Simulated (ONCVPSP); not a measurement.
**Os: one change to an ONCV potential, before and after**

* Element: osmium (Os)
* Generator: ONCVPSP 4.0.1
* Type: optimised norm-conserving Vanderbilt (ONCV)
* Functional: PBE
* Relativity: scalar-relativistic
* Frozen core: [Kr] 4d10
* Valence charge: 30
* Reference configuration: 4f14 5s2 5p6 5d6 6s2
* Partial waves: 5s+6s: rc 1.80 bohr, ncon 3, nbas 8, qcut 5.1 1/bohr, 2 projectors; 5p: rc 1.70 bohr, ncon 4, nbas 8, qcut 7.1 1/bohr, 2 projectors, debl 1.5 Ha; 5d: rc 2.60 bohr, ncon 5, nbas 10, qcut 5 1/bohr, 1 projector; 4f: rc 0.50 bohr, ncon 4, nbas 8, qcut 19.1 1/bohr, 3 projectors, debl 2 Ha
* Local potential: polynomial inside 0.45 bohr (lpopt 4, dvloc0 2 Ha)
* Core correction: Teter function fitted to the true core (icmod 2), fcfact 0.5

In the p channel the program set the typed energies aside and used -1.868, 0.250 Ha.

Change: s: qcut 7.3; p: qcut 10.2; d: qcut 7.2; f: qcut 27.5.

Cutoffs: the cutoffs (Ha) at which the residual kinetic energy of the hardest occupied pseudo-wave falls to 1 and 0.1 mHa per electron; they do not see the model core or the augmentation charge, which bear on the density cutoff. Errors are all-electron minus pseudo energies relative to the spin-unpolarised reference configuration.

Q: What does the change do?

A: The potential gets softer (1318 Ha and 1810 Ha → 530 Ha and 1079 Ha); the bound ghosts move from d, f, p, s to d, p, s; of the 4 tests that both files solve, the error grows in 0 and shrinks in 3 by more than 15 % and 0.3 meV (median size 21.5 → 11.2 meV); the range in which the s phases agree widens (upper end 2.3 → 3.9).

| quantity | base | changed |
| --- | --- | --- |
| cutoff, loose | 1318 Ha | 530 Ha |
| cutoff, tight | 1810 Ha | 1079 Ha |
| loose cutoff by channel | s 7.3 Ha, p 12 Ha, d 11 Ha, f 1318 Ha | s 17 Ha, p 28 Ha, d 15 Ha, f 530 Ha |
| bound ghosts | s, p, d, f | s, p, d |
| GHOST(+) flags under 300 eV | s at 80.2 eV | f at 95.5 eV, s at 125.8 eV |
| largest miss of a reference level, eV | 0.06 | 0.03 |
| error for 4f14 5s2 5p6 5d6 6s1, meV [ΔE 9.58 eV] | -4.2 | -4.6 |
| error for 4f14 5s2 5p6 5d6 6s0, meV [ΔE 26.49 eV] | -23 | -18 |
| error for 4f14 5s2 5p6 5d5 6s0, meV [ΔE 55.34 eV] | -51 | -24 |
| error for 4f14 5s2 5p6 5d5 6s2 6p1, meV [ΔE 6.10 eV] | +20 | +4.2 |
| s: phases at 1.82 bohr within 0.05 rad from the reference energy up to (Ha; the scan ends near 5) | 2.3 | 3.9 |
| p: phases at 1.73 bohr within 0.05 rad from the reference energy up to (Ha; the scan ends near 5) | to the end of the scan | to the end of the scan |
| d: phases at 2.64 bohr within 0.05 rad from the reference energy up to (Ha; the scan ends near 5) | 0.7 | 1.0 |
| f: phases at 0.51 bohr within 0.05 rad from the reference energy up to (Ha; the scan ends near 5) | to the end of the scan | n/a |
| rms error of d²Exc/dni dnj with the model core, mHa | 2.90 | 2.21 |

 A true bound ghost makes a file unfit for plane-wave use even where its test errors are small: the radial tests pick states by their node count and pass the ghost by.
